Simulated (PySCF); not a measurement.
## Electron correlation in Nb (niobium, neutral)

Starting occupation: [Kr] 4d5, 4d5/2 with m_j = -3/2, -1/2, +1/2, +3/2, +5/2. Computed with PySCF 2.14 in x2c-TZVPall-2c, with X2C-1e with screened-nucleus spin-orbit coupling, Gaussian nucleus. Frozen: [Ar] 3d10; 13 electrons correlated; the 6 highest virtual spinors left out.

MP2 pair energies summed by pair of shells (mhartree):

```
 pair   energy  share (%)
4d-4p  -103.30       38.3
4p-4p   -75.89       28.2
4d-4d   -50.07       18.6
4p-4s   -24.20        9.0
4d-4s   -11.32        4.2
4s-4s    -4.64        1.7
```

Total MP2 correlation energy: -269.42 mhartree.

The GHF reference relaxed away from the jj start to a determinant that is no pure jj level (⟨S²⟩ = 8.76, ⟨J²⟩ = 8.76); the energies belong to that determinant.

This basis was not built for core-valence correlation, so the inner-shell part is incomplete.
